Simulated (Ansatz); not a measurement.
**Worked example: C2H6ClGa + CH3S2 → C2H5ClGa + CH4S2**

Gas-phase species: C2H6ClGa `C[CH2][GaH][Cl]`, singlet; CH3S2 (methyldithio radical) `CS[S]`, doublet; C2H5ClGa `C[CH2][Ga][Cl]`, doublet; CH4S2 (methyl hydrodisulfide) `CSS`, singlet. A radical takes H: the energy is the difference in strength between the Ga–H bond broken and the S–H bond made.

Shapes, held fixed at every level: PBE0-D4/def2-TZVP. Flexible molecules stand in one conformer, not always the lowest. Programs: Ansatz 0.2.0. Electronic energies: no zero-point or thermal term.

At CCSD(T)/def2-TZVPP; 1 Eh = 2625.50 kJ/mol:

| species | energy (Eh) |
| --- | --- |
| C2H6ClGa | -2462.919960 |
| CH3S2 | -835.284713 |
| C2H5ClGa | -2462.289275 |
| CH4S2 | -835.903040 |

Work out ΔE of the reaction at this level.


1. Products less reactants: (-2462.289275) + (-835.903040) − [(-2462.919960) + (-835.284713)] = 0.012358 Eh = +32.4 kJ/mol.

Other levels give +23.3 (wB97M-V/def2-TZVPP) to +31.9 kJ/mol (CCSD/def2-TZVPP). No measured value is set beside it here. Open shells run unrestricted. Relativity is left out for Ga. Outer-core shells of Ga are correlated, in sets that cover them unevenly.
